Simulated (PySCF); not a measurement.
CH₁₃NSi₄, SMILES C([SiH2][SiH2][SiH3])N[SiH3].

Geometry: PBE0-D3(BJ)/def2-SVP. This is a generated structure with no PubChem entry under its InChIKey; it may be hypothetical. The values are those of a single conformer.

These are TDA-M06-2X/def2-SVPD run with PySCF values and carry that method's errors.

Vertical excitations. Isolated molecule, no solvent.

```tsv
state	energy (eV)	λ (nm)	f	main pairs
S1	5.43	228	0.001	HOMO→LUMO 70 %
S2	6.05	205	0.051	HOMO→LUMO+1 40 %, HOMO→LUMO 17 %, HOMO→LUMO+4 11 %, HOMO→LUMO+3 9 %
S3	6.26	198	0.033	HOMO→LUMO+3 66 %
S4	6.34	196	0.038	HOMO→LUMO+2 41 %, HOMO→LUMO+4 16 %, HOMO→LUMO+9 9 %
S5	6.68	185	0.024	HOMO−1→LUMO 39 %, HOMO−1→LUMO+3 10 %, HOMO→LUMO+5 10 %, HOMO→LUMO+6 9 %
S6	6.73	184	0.143	HOMO→LUMO+2 26 %, HOMO→LUMO+4 17 %, HOMO−1→LUMO 13 %, HOMO→LUMO+5 11 %
T1	5.19	239	0	HOMO→LUMO 65 %, HOMO→LUMO+1 13 %
T2	5.63	220	0	HOMO→LUMO+1 25 %, HOMO→LUMO+3 16 %, HOMO→LUMO 15 %, HOMO→LUMO+4 12 %
```
Triplets are in the Tamm–Dancoff approximation.
